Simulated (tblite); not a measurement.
benzenedithiol (C6H6S2), singlet, geometry from GFN2-xTB; GFN1-xTB with ALPB(water) (tblite).

The tblite input:
```
$ tblite run mol.xyz --method gfn1 --charge 0 --spin 0 --alpb water --json tblite.json --no-restart

# file mol.xyz
14

S     -3.14116872    -0.26264692    -0.09295716
C     -1.38195401    -0.09892678    -0.04553054
C     -0.75085903     1.10020482    -0.34640723
C      0.62724100     1.18826431    -0.29805128
C      1.38309751     0.07775779     0.05149196
S      3.14783621     0.13921546     0.12771684
C      0.75043301    -1.12379036     0.35295925
C     -0.62427860    -1.21163333     0.30472219
H     -3.39163766     0.99403030    -0.45651050
H     -1.33037006     1.97029991    -0.61960607
H      1.10908733     2.12617929    -0.53400830
H      3.26128319     1.41914662    -0.22306711
H      1.34218743    -1.98436192     0.62415105
H     -1.11930943    -2.14164960     0.53777994
```

Task: Write the output that tblite gives for this input, abridged.

Result: 
```
xTB calculator
 | screened Coulomb repulsion
 | Coulomb electrostatics
 |  * isotropic Klopman-Ohno-Mataga-Nishimoto electrostatics
 |  * onsite third-order electrostatics
 | DFT-D3(BJ) dispersion correction
 | Interactions (3)
 | [1] alpb/gbsa reaction field model
 | [2] cds contribution to solvation
 | [3] empirical free energy shift and standard state/solvent correction

halogen bonding energy    0.0000000000000E+00 Eh
repulsion energy          3.0829184775743E-01 Eh
dispersion energy        -7.7890938224221E-03 Eh
interaction energy       -1.8471565157471E-03 Eh
number of electrons       4.2000000000000E+01 e
integral cutoff           1.9731147476801E+01 bohr

------------------------------------------------------------
  cycle        total energy    energy error   density error
------------------------------------------------------------
      1     -23.27958272608  -2.3578238E+01   6.0968517E-01
      2     -23.30249131202  -2.2908586E-02   3.6522543E-01
      3     -23.30161414367   8.7716835E-04   4.3816773E-02
      4     -23.30350503513  -1.8908915E-03   4.6444442E-03
      5     -23.30352643244  -2.1397304E-05   1.0612364E-03
      6     -23.30352742022  -9.8778363E-07   2.2156777E-04
      7     -23.30352744722  -2.7001402E-08   6.4288707E-05
      8     -23.30352745033  -3.1047236E-09   3.9011100E-06
------------------------------------------------------------

electronic energy        -2.3602183047745E+01 Eh
total energy             -2.3303527450326E+01 Eh

Post processing:
 | Mayer-Wiberg bond orders

[Info] JSON dump of results written to 'tblite.json'
```
